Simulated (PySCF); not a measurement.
Input and output of a core-ionisation job on SiHMe2(SiH3), `[SiH3][SiH](C)C`.

Level of theory: delta-SCF UKS SCAN, pcX-2 on the ionised atom, pcseg-1 elsewhere, spin-free X2C in PySCF.

Input of the driver that calls PySCF (job settings, then Cartesian coordinates in Å):

```
{"job": {"kind": "xps", "metal_2p": true}, "charge": 0, "multiplicity": 1}
Si     0.0886     0.1385     0.5519
H      0.0985     0.1237     2.0521
C      1.8651     0.1150    -0.0806
H      2.4006    -0.7802     0.2709
H      2.4146     1.0022     0.2715
H      1.8853     0.1155    -1.1815
C     -0.8151     1.6799    -0.0511
H     -1.8511     1.7054     0.3189
H     -0.8450     1.7078    -1.1510
H     -0.3055     2.5915     0.2991
Si    -1.0449    -1.7842    -0.1818
H     -0.4142    -3.0326     0.3533
H     -1.0173    -1.8614    -1.6789
H     -2.4790    -1.7650     0.2504
```

The driver printed:

```
ground state, core basis on atom 0 (Si), 156 functions
  cycle   1  E = -662.30535695  |g| = 5.26e-01
  cycle   2  E = -662.24187027  |g| = 6.84e-01
  cycle   3  E = -662.37856860  |g| = 4.59e-02
  cycle   4  E = -662.37926327  |g| = 1.72e-02
  cycle   5  E = -662.37936576  |g| = 3.83e-03
  cycle   6  E = -662.37936700  |g| = 1.10e-03
  cycle   7  E = -662.37936715  |g| = 3.38e-04
  E(ground) = -662.40435863 Eh
hole in Si 1s of atom 0
  cycle   1  E = -593.46734889  |g| = 4.35e+00
  cycle   2  E = -593.52673824  |g| = 2.16e+00
  cycle   3  E = -594.14082566  |g| = 7.71e-01
  cycle   4  E = -594.49946581  |g| = 2.50e-01
  cycle   5  E = -594.53886640  |g| = 3.58e-02
  cycle   6  E = -594.53894682  |g| = 2.86e-02
  cycle   7  E = -594.53942466  |g| = 6.25e-03
  cycle   8  E = -594.53944813  |g| = 1.30e-03
  cycle   9  E = -594.53944980  |g| = 3.48e-04
  E(ion) = -594.57231831 Eh   <S^2> = 0.7525   hole on atom = 1.000   binding energy = 1845.804 eV
hole in Si 2p of atom 0
  cycle   1  E = -658.12685974  |g| = 1.24e+00
  cycle   2  E = -657.92532019  |g| = 1.16e+00
  cycle   3  E = -658.42101740  |g| = 2.44e-01
  cycle   4  E = -658.46013215  |g| = 6.66e-02
  cycle   5  E = -658.46261764  |g| = 2.21e-02
  cycle   6  E = -658.46289458  |g| = 5.91e-03
  cycle   7  E = -658.46291339  |g| = 8.42e-04
  cycle   8  E = -658.46291300  |g| = 3.57e-04
  E(ion) = -658.49939812 Eh   <S^2> = 0.7522   hole on atom = 1.002   binding energy = 106.259 eV
  2p3/2 = 106.059 eV   2p1/2 = 106.682 eV
ground state, core basis on atom 2 (C), 145 functions
  cycle   1  E = -662.28352016  |g| = 6.00e-02
  cycle   2  E = -662.28347529  |g| = 2.61e-02
  cycle   3  E = -662.28356621  |g| = 1.98e-02
  cycle   4  E = -662.28367310  |g| = 3.00e-03
  cycle   5  E = -662.28367769  |g| = 2.94e-04
  E(ground) = -662.35059162 Eh
hole in C 1s of atom 2
  cycle   1  E = -651.05175775  |g| = 1.50e+00
  cycle   2  E = -650.48161217  |g| = 1.73e+00
  cycle   3  E = -651.58317700  |g| = 3.06e-01
  cycle   4  E = -651.61891626  |g| = 8.67e-02
  cycle   5  E = -651.62248366  |g| = 3.60e-02
  cycle   6  E = -651.62314173  |g| = 8.95e-03
  cycle   7  E = -651.62318566  |g| = 3.82e-03
  cycle   8  E = -651.62319669  |g| = 8.95e-04
  cycle   9  E = -651.62319761  |g| = 5.13e-04
  cycle  10  E = -651.62319795  |g| = 1.43e-04
  E(ion) = -651.68884396 Eh   <S^2> = 0.7673   hole on atom = 1.000   binding energy = 290.121 eV
ground state, core basis on atom 10 (Si), 156 functions
  cycle   1  E = -662.37532502  |g| = 2.86e-01
  cycle   2  E = -662.37538640  |g| = 3.19e-02
  cycle   3  E = -662.37535741  |g| = 2.44e-02
  cycle   4  E = -662.37545684  |g| = 7.45e-03
  cycle   5  E = -662.37547528  |g| = 6.16e-04
  cycle   6  E = -662.37547554  |g| = 1.10e-04
  E(ground) = -662.40057924 Eh
hole in Si 1s of atom 10
  cycle   1  E = -593.46476154  |g| = 4.35e+00
  cycle   2  E = -593.65754477  |g| = 2.07e+00
  cycle   3  E = -594.25125473  |g| = 6.53e-01
  cycle   4  E = -594.49045001  |g| = 2.51e-01
  cycle   5  E = -594.52888633  |g| = 7.56e-02
  cycle   6  E = -594.53159747  |g| = 2.46e-02
  cycle   7  E = -594.53192643  |g| = 5.35e-03
  cycle   8  E = -594.53194421  |g| = 2.00e-03
  cycle   9  E = -594.53194722  |g| = 3.47e-04
  E(ion) = -594.56491217 Eh   <S^2> = 0.7525   hole on atom = 1.000   binding energy = 1845.903 eV
hole in Si 2p of atom 10
  cycle   1  E = -658.12242676  |g| = 1.23e+00
  cycle   2  E = -658.02857386  |g| = 1.05e+00
  cycle   3  E = -658.42076922  |g| = 2.14e-01
  cycle   4  E = -658.44832900  |g| = 9.22e-02
  cycle   5  E = -658.45289627  |g| = 2.89e-02
  cycle   6  E = -658.45339428  |g| = 4.95e-03
  cycle   7  E = -658.45340791  |g| = 1.93e-03
  cycle   8  E = -658.45340876  |g| = 3.99e-04
  E(ion) = -658.49040548 Eh   <S^2> = 0.7528   hole on atom = 1.002   binding energy = 106.401 eV
  2p3/2 = 106.205 eV   2p1/2 = 106.828 eV
```

Atoms in this output count from 0. The cycles run on a coarser grid; E(ground) and E(ion) are re-evaluated on a finer one, so they differ from the last cycles. The 2p3/2 and 2p1/2 values come from a spin–orbit splitting computed afterwards within the 2p shell; their 2:1 mean is the average over the three 2p orbitals, so it can differ from the printed binding energy of the one hole solved. The run used up to 156 basis functions and 62 SCF iterations in all.

Time: 21 s wall; peak memory 0.50 GiB. Hardware: Arm Neoverse V2, one thread, shared host with 96 logical CPUs at a one-minute load of 50.

Binding energies (atoms from 0): Si1s of atom 0 1845.80 eV; Si2p of atom 0 106.27 eV (mean of the shell); C1s of atom 2 290.12 eV; Si1s of atom 10 1845.90 eV; Si2p of atom 10 106.41 eV (mean of the shell).

Geometry: PBE0-D3(BJ)/def2-SVP; no solvent, vibrations or thermal averaging.
